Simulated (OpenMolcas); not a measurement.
A calculation on Br II.

| Item | Value |
| --- | --- |
| Program | OpenMolcas |
| Method | SS-CASPT2, IPEA 0.25 Eh, imaginary shift 0.1 Eh (closed shells correlated: 3d) |
| Basis | ANO-RCC-VTZP [6s5p3d1f] |
| Scalar Hamiltonian | DKH2, point nucleus |
| Active space | 6 electrons in 8 orbitals (4s 4p 5s 5p) |
| State averaging | 2S+1 = 3 even, 3 roots; 2S+1 = 1 even, 6 roots; 2S+1 = 3 odd, 1 root; 2S+1 = 1 odd, 5 roots |
| Spin-orbit coupling | state interaction with AMFI integrals over the reference wave functions, term energies averaged over their components |

Task: Which level of the active space comes out lowest?

Result: 4s2 4p4 3P2, with 98 % of that term; it is also the measured ground level.

Task: How high does 4s2 4p4 3P1 lie?

Result: 2800 cm-1 above the lowest level; measured 3136 cm-1 above the ground level, so the calculation is off by -11 %.

Task: How high does 4s2 4p4 3P0 lie?

Result: 3520 cm-1 above the lowest level; measured 3837 cm-1 above the ground level, so the calculation is off by -8 %.

Task: How high does 4s2 4p4 1S0 lie?

Result: 28340 cm-1 above the lowest level; measured 27867 cm-1 above the ground level, so the calculation is off by +2 %.

Task: The level at 0.0 cm-1 has J = 2. What is it made of, and what is its g factor?

Result: 98 % 4s2 4p4 3P2, 2 % 4s2 4p4 1D; g = 1.491, against 1.501 from Landé's formula for the pure leading term.

Measured values: NIST Handbook of Basic Atomic Spectroscopic Data.

The run also gave levels led by 4s2 4p3 5s, which use shells meant for correlation; these and all levels above them are left out. Computed and measured levels are paired by configuration, term and J; levels that our copy of the source lacks, or whose pairing is in doubt (as where it misses far off the trend of its configuration), stay unpaired and out of the deviations. Levels of configurations outside the active space are missing.
